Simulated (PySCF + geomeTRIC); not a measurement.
These are B3LYP-D3(BJ)/def2-TZVPD run with PySCF + geomeTRIC values and carry that method's errors. fastk is a local helper that only speeds up exchange builds. No frequencies were computed at this level.

```python
import json, numpy as np
from pyscf import gto, dft
from fastk import lowrank_exchange
atoms = """
Se    -0.000415     0.669587    -0.000001
H     -1.028194    -0.335432     0.000004
H      1.028609    -0.334154    -0.000003
"""
def scf(charge, spin, dm0=None):
    mol = gto.M(atom=atoms, basis='def2-tzvpd', ecp={}, charge=charge, spin=spin, verbose=3, max_memory=3780)
    mf = dft.KS(mol, xc='b3lyp').density_fit(auxbasis="def2-universal-jkfit")
    mf.disp = 'd3bj'
    mf.grids.level = 3
    mf.conv_tol = 1e-8
    mf.max_cycle = 60
    mf.kernel(dm0)
    if not mf.converged:
        mf = mf.newton().run(mf.mo_coeff, mf.mo_occ).undo_soscf()
    return mf
mf = scf(0, 0)
from pyscf.geomopt.geometric_solver import kernel as optimize
path = []
done, mol = optimize(mf, maxsteps=80, assert_convergence=False, callback=lambda env: path.append((env["energy"], bool(env["g_scanner"].converged))))
res = dict(converged=bool(done and path[-1][1]), energy=path[-1][0], path=[e for e, c in path], xyz=mol.atom_coords(unit="Angstrom").tolist(), nao=mol.nao)
json.dump(res, open("result.json", "w"))
```

Output:

```
converged SCF energy = -2402.79091736562
Geometry optimization cycle 1
converged SCF energy = -2402.79091736562
cycle 1: E = -2402.79091737  dE = -2402.79  norm(grad) = 0.0292951
Geometry optimization cycle 2
converged SCF energy = -2402.79178885429
cycle 2: E = -2402.79178885  dE = -0.000871489  norm(grad) = 0.00489284
Geometry optimization cycle 3
converged SCF energy = -2402.7918241963
cycle 3: E = -2402.7918242  dE = -3.5342e-05  norm(grad) = 0.000423493
Geometry optimization cycle 4
converged SCF energy = -2402.79182439815
cycle 4: E = -2402.7918244  dE = -2.0185e-07  norm(grad) = 1.00731e-05
<class 'geometric.internal.Distance'> : 2
<class 'geometric.internal.Angle'> : 1
<class 'geometric.internal.TranslationX'> : 1
<class 'geometric.internal.TranslationY'> : 1
<class 'geometric.internal.TranslationZ'> : 1
<class 'geometric.internal.RotationA'> : 1
<class 'geometric.internal.RotationB'> : 1
<class 'geometric.internal.RotationC'> : 1
Step    0 : Gradient = 1.691e-02/2.037e-02 (rms/max) Energy = -2402.7909173656
Step    1 : Displace = 2.786e-02/3.205e-02 (rms/max) Trust = 1.000e-01 (=) Grad = 2.825e-03/3.096e-03 (rms/max) E (change) = -2402.7917888543 (-8.715e-04) Quality = 0.782
Step    2 : Displace = 6.012e-03/7.351e-03 (rms/max) Trust = 1.414e-01 (+) Grad = 2.445e-04/2.967e-04 (rms/max) E (change) = -2402.7918241963 (-3.534e-05) Quality = 1.074
Step    3 : Displace = 3.364e-04/3.651e-04 (rms/max) Trust = 2.000e-01 (+) Grad = 5.816e-06/7.692e-06 (rms/max) E (change) = -2402.7918243981 (-2.019e-07) Quality = 0.952
Converged! =D
```

Cost: very roughly 17 core-seconds.
